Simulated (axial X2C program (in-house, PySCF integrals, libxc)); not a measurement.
**Spin–orbit effects down a group: molecules with H (ions), CCSD**

All values come from calculations with an in-house relativistic program for diatomic molecules, spin-free (one-electron X2C) or two-component (2c: spin–orbit coupling with atomic mean-field Coulomb and Gaunt terms, which also bring small scalar terms), in Dyall basis sets with cores contracted in-house; open shells are unrestricted.

Basis sets: B dyall-v3z, Ga dyall-cv3z, H dyall-v3z, In dyall-cv3z. Frozen shells (counts by l): BH⁺ B 1s, H none, 3 electrons correlated; GaH⁺ Ga 3s2p, H none, 13 electrons correlated; InH⁺ In 4s3p1d, H none, 13 electrons correlated. Coupled cluster in natural virtuals with an MP2 remainder. Where the outer core of a metal is frozen, bonds come out longer and ionisation energies lower. Frozen cores can differ along the series, which adds to the trend.

```json
{"molecule": "BH⁺", "spin-free state": "M_S = 1/2, Λ = 0", "Re (Å)": "1.206", "ωe (cm⁻¹)": "2519.3", "De (eV)": "2.09", "2c state": "Ω = 1/2", "Re 2c (Å)": "1.206", "ωe 2c (cm⁻¹)": "2519.1", "De 2c (eV)": "2.09"}
{"molecule": "GaH⁺", "spin-free state": "M_S = 1/2, Λ = 0", "Re (Å)": "1.654", "ωe (cm⁻¹)": "1277.4", "De (eV)": "0.34", "2c state": "Ω = 1/2", "Re 2c (Å)": "1.655", "ωe 2c (cm⁻¹)": "1275.0", "De 2c (eV)": "0.34"}
{"molecule": "InH⁺", "spin-free state": "M_S = 1/2, Λ = 0", "Re (Å)": "1.831", "ωe (cm⁻¹)": "1122.1", "De (eV)": "0.23", "2c state": "Ω = 1/2", "Re 2c (Å)": "1.830", "ωe 2c (cm⁻¹)": "1124.7", "De 2c (eV)": "0.23"}
```

Fragments in 2c: B+ + H, Ga+ + H, In+ + H. Each entry is the lowest single determinant of a limited PBE0 search at one distance. De goes to single-determinant-based atoms at the same level (for ions the charge split of lowest energy) and is withheld (n/a) where an atom does not fit its ground term or J level. Main or longest-lived isotopes.
